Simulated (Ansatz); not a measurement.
Total energies of `CC(C)BS`.

Cartesian coordinates in Å:
```
C -0.8312 -1.1507 -0.6000
C -0.1751 0.1586 -0.1566
C -0.6459 0.5436 1.2496
B 1.3845 0.0094 -0.1526
S 2.5259 1.0338 -1.0484
H -0.5551 -1.9715 0.0680
H -1.9218 -1.0610 -0.5831
H -0.5360 -1.4340 -1.6134
H -0.4840 0.9515 -0.8491
H -0.3601 -0.2183 1.9805
H -0.2209 1.4954 1.5778
H -1.7359 0.6370 1.2771
H 1.9142 -0.8424 0.5030
H 1.6412 1.8486 -1.6529
```

Total charge 0; spin multiplicity 1. The geometry is a stationary point of PBE0-D4/def2-TZVP. It is one conformer, not always the lowest. Basis def2-TZVPP, Ansatz.

RPA on PBE orbitals: Hartree–Fock energy of these orbitals -541.10116 Eh, correlation -1.40034 Eh (frozen core).

```
             functional  energy without D4 (Eh)  D4 term (kJ/mol)
                 revPBE              -542.75040             -89.1
                   BLYP              -542.77365             -61.1
                 r2SCAN              -542.74841              -7.3
                   PBE0              -542.54529             -23.5
                  B3LYP              -542.90259             -44.2
                r2SCANh              -542.74305              -7.6
                r2SCAN0              -542.73603              -8.4
HSE06 (plane-wave form)              -542.52804             -21.8
                  BHLYP              -542.77825             -31.9
              CAM-B3LYP              -542.78984             -23.7
                LC-ωPBE              -542.66376                 –
                ωB97X-V              -542.77321                 –
                ωB97M-V              -542.75782                 –
               PBE-QIDH              -542.44187                 –
```

(1) Give the same for LDA (SPW92), PBE, B97M-V, B2PLYP. (Best estimate.)

B3LYP takes the VWN-RPA correlation (the form of Gaussian; ORCA's B3LYP/G). HSE06 is the plane-wave form, built on full-range PBE exchange. The double hybrids freeze the cores in their second-order part.

Results:

(1) Computed: 
```
 functional  energy without D4 (Eh)  D4 term (kJ/mol)
LDA (SPW92)              -540.06210                 –
        PBE              -542.47893             -27.8
     B97M-V              -542.78724                 –
     B2PLYP              -542.59796                 –
```

LC-ωPBE has ω = 0.4 bohr⁻¹.
